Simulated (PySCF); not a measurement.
Al(F)2(SeH) (AlF2HSe), SMILES [Al]([F])([SeH])[F]. The structure is a stationary point at r2SCAN-D4/def2-SVP. Other conformers were not sampled.

Computed with r2SCAN-D4/def2-SVP in PySCF.

Harmonic wavenumbers (cm⁻¹): 139, 205, 242, 244, 395, 589, 813, 959, 2433. Rotational constants (GHz): 6.377, 1.759, 1.379; symmetry number 1.

Problem. Work out the zero-point energy and the ideal-gas rigid-rotor harmonic-oscillator thermochemistry at 298.15 K and 1 atm.

Solution. ZPE = ½ Σ hcν = ½ × 6019 cm⁻¹ = 8.60 kcal/mol. H − E(el) = 12.73 kcal/mol. Entropy in cal/(mol K): translation 40.82, rotation 27.43, vibration 10.22, total 78.48. G − E(el) = -10.66 kcal/mol. Cp = 18.84 cal/(mol K). Modes under 150 cm⁻¹ make the vibrational entropy uncertain.
